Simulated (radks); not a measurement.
The mean radii <r> (bohr) of the occupied orbitals of an atom or ion are listed with their occupations. Calculated with a radial shooting solver on a logarithmic mesh with Libxc functionals: scalar-relativistic Kohn-Sham, r2SCAN, spin-polarised, spherical densities, finite nucleus; meta-GGA in the generalised Kohn-Sham scheme; Fermi nuclear charge, rms radius of each element as measured or else 0.836 A^(1/3) + 0.57 fm.

orbital  occ.      <r>
1s up       1  0.02363
1s down     1  0.02363
2s up       1   0.1009
2s down     1   0.1009
2p up       3  0.08880
2p down     3  0.08880
3s up       1   0.2659
3s down     1   0.2657
3p up       3   0.2642
3p down     3   0.2640
3d up       5   0.2418
3d down     5   0.2416
4s up       1   0.6081
4s down     1   0.6077
4p up       3   0.6439
4p down     3   0.6431
4d up       5   0.7083
4d down     5   0.7066
5s up       1    1.444
5p up       3    1.658
5p down     3    1.707
4f up       4    1.020
6s up       1    3.746
6p up       1    4.442

Name the element and its charge. Open shells, if any, are filled with parallel spins first.

Answer. Z = 60, neodymium, charge +1: Nd+ in [Kr] 4d10 4f4 5s1 5p6 6s1 6p1. The 1s radius gives Z: for a bare nucleus <r> = (2 gamma + 1)/(2Z) with gamma = sqrt(1 - (Z/c)^2), 0.02332 bohr for Z = 60, and screening makes it slightly larger (0.02363 here). The occupations add up to 59, and the charge is Z minus that.
